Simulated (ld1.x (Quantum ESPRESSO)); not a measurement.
## Plane-wave convergence, TM potential for cadmium

ld1.x (Quantum ESPRESSO) 7.5 input, shortened:

```
&input
   title='Cd', zed=48., rel=1, dft='PW91', iswitch=3,
   config='[Kr] 4d10 5s1.75 5p0'
 /
 &inputp
   pseudotype=2, tm=.true., lloc=0,
   nlcc=.false.
 /
3
5P  2  1   0.00   0.00  3.35  3.35  0.0
4D  3  2  10.00   0.00  1.75  1.75  0.0
5S  1  0   1.75   0.00  2.05  2.05  0.0
 &test
   configts(1)='4d10 5s1.75 5p0'
 /
```

The pseudo-atom Hamiltonian at the reference potential is diagonalised in spherical Bessel functions j_l(qr) that vanish at 20 bohr, with q² up to the cutoff. All-electron valence levels (Ry): 5p -0.1949, 4d -1.0185, 5s -0.5499.

**Question.** How do the lowest levels (Ry) of each channel move with the cutoff, and are there ghosts?

**Answer.**

```tsv
cutoff (Ry)	p #1	p #2	d #1	s #1	s #2	f #1	Σ f·Δε (mRy)
8	-0.1947	0.0103	0.0080	-0.5445	-0.0492	0.0794	10274.5
12	-0.1949	0.0102	0.0049	-0.5454	-0.0494	0.0794	10241.7
18	-0.1949	0.0102	-0.0308	-0.5485	-0.0498	0.0794	9879.7
25	-0.1949	0.0102	-0.3152	-0.5497	-0.0499	0.0794	7033.6
35	-0.1949	0.0102	-0.8082	-0.5498	-0.0499	0.0794	2103.2
45	-0.1949	0.0102	-0.9714	-0.5499	-0.0500	0.0794	471.0
55	-0.1949	0.0102	-1.0124	-0.5499	-0.0500	0.0794	60.7
70	-0.1949	0.0102	-1.0182	-0.5499	-0.0500	0.0794	2.7
90	-0.1949	0.0102	-1.0183	-0.5499	-0.0500	0.0794	1.6
110	-0.1949	0.0102	-1.0184	-0.5499	-0.0500	0.0794	0.6
140	-0.1949	0.0102	-1.0185	-0.5499	-0.0500	0.0794	0.1
400	-0.1949	0.0102	-1.0185	-0.5499	-0.0500	0.0794	0.0
```

Result: no extra level below or beside the all-electron valence levels (p, d, s, f tested); 10 mRy is reached at 70 Ry and 1 mRy at 110 Ry.

Its largest configuration-test error is -651 meV.
